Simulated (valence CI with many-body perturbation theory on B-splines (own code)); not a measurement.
Results of a calculation; reference values are marked as such.
Level structure of Kr²²⁺

Level of theory: configuration interaction combined with many-body perturbation theory (CI+MBPT): four valence electrons over a frozen Dirac-Fock core [Ne], a basis of 11 s, 11 p, 9 d, 7 f, 5 g, 2 h, 1 i functions for each j, with the one-electron correlation potential Σ1, the two-electron term Σ2, the three-electron term Σ3, Breit, model QED; selected CI, second order for the rest (own B-spline code, finite nucleus).

No measured levels were compared; by estimate levels of excited configurations hold to 0.05 to 0.15 % of their energy, terms of the ground configuration to about 0.5 %.

Levels 1 to 45 of 71, with energies above the lowest level, 3s²3p² ³P_0. "Leading %" is the weight of the configuration and term that name the level; weights of strongly mixed levels are sums over their largest components and can fall short.

| No. | Configuration | Term | J | E (cm⁻¹) | Leading % | g | Second component |
| --- | --- | --- | --- | --- | --- | --- | --- |
| 1 | 3s²3p² | ³P | 0 | 0 | 84 |  | 14 % 3s²3p² ¹S |
| 2 | 3s²3p² | ³P | 1 | 68359 | 98 | 1.499 |  |
| 3 | 3s²3p² | ³P | 2 | 94460 | 58 | 1.296 | 39 % 3s²3p² ¹D |
| 4 | 3s²3p² | ¹D | 2 | 185560 | 58 | 1.200 | 39 % 3s²3p² ³P |
| 5 | 3s²3p² | ¹S | 0 | 254950 | 83 |  | 14 % 3s²3p² ³P |
| 6 | 3s3p³ | ⁵S° | 2 | 468000 | 87 | 1.930 | 10 % 3s3p³ ³P° |
| 7 | 3s3p³ | ³D° | 1 | 574280 | 68 | 0.697 | 14 % 3s3p³ ³P° |
| 8 | 3s3p³ | ³D° | 2 | 583420 | 66 | 1.274 | 14 % 3s3p³ ³P° |
| 9 | 3s3p³ | ³D° | 3 | 610100 | 88 | 1.331 | 10 % 3s²3p3d ³D° |
| 10 | 3s3p³ | ³P° | 0 | 672130 | 90 |  | 9 % 3s²3p3d ³P° |
| 11 | 3s3p³ | ³P° | 2 | 679440 | 27 | 1.215 | 26 % 3s3p³ ¹D° |
| 12 | 3s3p³ | ³P° | 1 | 681110 | 70 | 1.349 | 14 % 3s3p³ ³D° |
| 13 | 3s3p³ | ³P° | 2 | 742870 | 33 | 1.165 | 26 % 3s²3p3d ¹D° |
| 14 | 3s²3p3d | ³F° | 2 | 785940 | 77 | 0.756 | 14 % 3s3p³ ¹D° |
| 15 | 3s3p³ | ³S° | 1 | 786130 | 57 | 1.602 | 32 % 3s3p³ ¹P° |
| 16 | 3s²3p3d | ³F° | 3 | 813220 | 91 | 1.090 |  |
| 17 | 3s²3p3d | ³P° | 2 | 872880 | 49 | 1.301 | 19 % 3s²3p3d ³D° |
| 18 | 3s²3p3d | ³F° | 4 | 875010 | 98 | 1.248 |  |
| 19 | 3s²3p3d | ³P° | 1 | 875450 | 22 | 1.129 | 21 % 3s3p³ ¹P° |
| 20 | 3s²3p3d | ³D° | 1 | 889480 | 42 | 1.012 | 28 % 3s3p³ ¹P° |
| 21 | 3s²3p3d | ³D° | 2 | 938720 | 38 | 1.057 | 30 % 3s²3p3d ¹D° |
| 22 | 3s²3p3d | ³P° | 0 | 945920 | 89 |  | 9 % 3s3p³ ³P° |
| 23 | 3s²3p3d | ³D° | 3 | 950640 | 76 | 1.292 | 9 % 3s3p³ ³D° |
| 24 | 3s²3p3d | ³P° | 1 | 956530 | 59 | 1.220 | 22 % 3s²3p3d ³D° |
| 25 | 3s²3p3d | ³P° | 2 | 969020 | 38 | 1.288 | 27 % 3s²3p3d ³D° |
| 26 | 3s²3p3d | ¹F° | 3 | 1027100 | 88 | 1.029 | 8 % 3s²3p3d ³D° |
| 27 | 3s²3p3d | ¹P° | 1 | 1058200 | 76 | 0.976 | 11 % 3s3p³ ¹P° |
| 28 | 3p⁴ | ³P | 2 | 1133800 | 44 | 1.382 | 27 % 3s3p²3d ³P |
| 29 | 3s3p²3d | ⁵F | 1 | 1159200 | 85 | 0.149 | 6 % 3s3p²3d ⁵D |
| 30 | 3s3p²3d | ⁵F | 2 | 1172500 | 78 | 1.080 | 12 % 3s3p²3d ⁵D |
| 31 | 3s3p²3d | ⁵F | 3 | 1192400 | 72 | 1.311 | 21 % 3s3p²3d ⁵D |
| 32 | 3p⁴ | ³P | 0 | 1196000 | 41 |  | 27 % 3s3p²3d ³P |
| 33 | 3p⁴ | ³P | 1 | 1204500 | 40 | 1.417 | 37 % 3s3p²3d ³P |
| 34 | 3p⁴ | ¹D | 2 | 1224100 | 34 | 1.151 | 16 % 3s3p²3d ¹D |
| 35 | 3s3p²3d | ⁵F | 4 | 1226200 | 84 | 1.364 | 14 % 3s3p²3d ⁵D |
| 36 | 3s3p²3d | ⁵D | 0 | 1232400 | 86 |  | 6 % 3p⁴ ³P |
| 37 | 3s3p²3d | ⁵D | 3 | 1238200 | 45 | 1.357 | 20 % 3s3p²3d ⁵F |
| 38 | 3s3p²3d | ⁵D | 1 | 1238500 | 75 | 1.458 | 14 % 3p⁴ ³P |
| 39 | 3s3p²3d | ⁵D | 2 | 1238900 | 47 | 1.283 | 13 % 3p⁴ ¹D |
| 40 | 3s3p²3d | ⁵D | 4 | 1256400 | 57 | 1.395 | 30 % 3s3p²3d ³F |
| 41 | 3s3p²3d | ⁵F | 5 | 1259700 | 92 | 1.383 | 8 % 3s3p²3d ³G |
| 42 | 3s3p²3d | ³F | 2 | 1266300 | 77 | 0.792 | 10 % 3s3p²3d ⁵D |
| 43 | 3s3p²3d | ³F | 3 | 1292300 | 62 | 1.238 | 21 % 3s3p²3d ⁵P |
| 44 | 3s3p²3d | ⁵P | 3 | 1314600 | 59 | 1.547 | 23 % 3s3p²3d ⁵D |
| 45 | 3s3p²3d | ⁵P | 2 | 1323400 | 81 | 1.762 | 8 % 3s3p²3d ³P |

Names give the largest LS component (configuration and term), which can be under half, so a name can repeat, a term be missing and a line seem to break the LS rules; names also repeat where a configuration has a term twice.

The ionisation energy to 3s²3p ²P°1/2 of the next ion comes out as 997.95 eV (NIST: 999 ± 2.4 eV (semi-empirical)). All 71 levels together are meant to be complete up to 1506300 cm⁻¹.
